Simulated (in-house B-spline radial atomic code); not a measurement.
P³⁺ is squeezed into an impenetrable sphere of radius R (the orbitals vanish at R). No spin polarisation. Level of theory: non-relativistic Hartree-Fock, average of configuration, point nucleus; calculated with a radial B-spline atomic code at the basis-set limit.

Energies in eV above the free ion in [Ne] 3s2:

```csv
R (bohr),highest level (eV),[Ne] 3s2,[He] 2s1 2p6 3s2 3p1,[Ne] 3s1 3p1,-dE/dV in [Ne] 3s2 (GPa)
8.08,-49.9,0,193.9,8.664,8.84e-06
6.51,-49.9,0.0003117,193.9,8.665,0.00197
5.02,-49.9,0.02743,194,8.722,0.269
4.07,-49.6,0.3755,194.4,9.261,5.13
3.67,-49.1,1.051,195.3,10.17,16.9
3.18,-47.6,3.492,198.5,13.17,71.1
2.43,-38.1,20.11,221.3,31.49,677
2.12,-26.7,41.36,251.1,53.64,1860
1.77,1.91,96.57,328.3,109,6670
1.46,61.9,219.3,496.3,227.8,24800
```

**Question.** Does [He] 2s1 2p6 3s2 3p1 fall below [Ne] 3s2 under compression?

**Answer.** No, it stays above over the whole range.

**Question.** Does [Ne] 3s1 3p1 fall below [Ne] 3s2 under compression?

**Answer.** No, it stays above over the whole range.

The highest level is first positive in the row R = 1.77 bohr, pushed up by confinement above the zero of the free ion's potential. Each configuration is held fixed and needn't be the lowest in the sphere.
